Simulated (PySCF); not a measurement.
Spinor energies of I⁺ (iodine, charge +1)

Start: [Kr] 4d10 5s1 5p4 5d1; 5s1/2 filled at m_j = +1/2; 5p1/2 filled at m_j = +1/2; 5p3/2 filled at m_j = -1/2, +1/2, +3/2; 5d5/2 filled at m_j = +5/2. Calculated with PySCF 2.14 in x2c-TZVPall-2c with one added diffuse shell each of s, p, d, f type (9s10p6d3f, 90 functions): generalised Hartree-Fock with the X2C-1e Hamiltonian and a Gaussian nucleus; one run each with spin-orbit coupling (SO) switched off, then screened by Boettger's factors. This is a chosen level, not necessarily the ground level.

| spinor shell | electrons | ε, spin-free (eV) | ε, screened SO (eV) | weight of nominal j (screened SO) | rms radius, screened SO (bohr) |
| --- | --- | --- | --- | --- | --- |
| 1s1/2 | 2 | -33348.4 | -33344.6 | 1.000 | 0.0311 |
| 2s1/2 | 2 | -5264.1 | -5263.0 | 1.000 | 0.127 |
| 2p1/2 | 2 | -4719.2 | -4926.9 | 1.000 | 0.109 |
| 2p3/2 | 4 | -4719.2 | -4625.5 | 1.000 | 0.115 |
| 3s1/2 | 2 | -1116.4 | -1116.0 | 1.000 | 0.334 |
| 3p1/2 | 2 | -935.68 | -975.85 | 1.000 | 0.327 |
| 3p3/2 | 4 | -935.68 | -917.31 | 1.000 | 0.338 |
| 3d3/2 | 4 | -665.38 | -672.35 | 1.000 | 0.311 |
| 3d5/2 | 6 | -665.38 | -660.30 | 1.000 | 0.314 |
| 4s1/2 | 2 | -225.01 | -224.84 | 1.000 | 0.788 |
| 4p1/2 | 2 | -165.95 | -173.84 | 0.999 | 0.826 |
| 4p3/2 | 4 | -165.95 | -162.21 | 0.999 | 0.854 |
| 4d3/2 | 4 | -76.733 | -77.779 | 0.967 | 0.985 |
| 5s1/2 | 1 | -39.118 | -38.999 | 1.000 | 2.04 |
| 5p3/2 | 3 | -22.746 | -24.284 | 0.599 | 2.38 |
| 5p1/2 | 1 | -22.746 | -18.597 | 0.577 | 2.49 |
| 5d5/2 | 1 | -8.180 | -8.138 | 1.000 | 4.17 |

(1) Where does 4d5/2 lie, and what is the 4d spin-orbit splitting (screened SO)?

| quantity | spin-free | screened SO |
| --- | --- | --- |
| E (hartree) | -7110.53712 | -7112.68658 |
| M_J | 5 | 5 |
| ⟨J²⟩ | 30.017 | 30.018 |
| ⟨L²⟩ | 12.012 | 12.172 |
| ⟨S²⟩ | 6.005 | 5.959 |

Each row is a mean over spinors that exchange with the open shell spreads, by up to 1.230 eV (4s1/2).

Rows whose weight is well below 1 are mixtures of j = l ± 1/2: exchange outweighs spin-orbit coupling there, and the label is only the starting occupation.

Breit and QED terms are absent; they matter most for the inner s and p1/2 levels.

Densities and radii are taken from the X2C orbitals without a picture-change correction, which distorts them close to the nucleus.

Without spin-orbit coupling the j labels of p, d and f shells carry no meaning; the spin-free column gives the mean over the occupied spinors of each nl shell.

## Answers

(1) At -75.821 eV, 1.958 eV above 4d3/2.
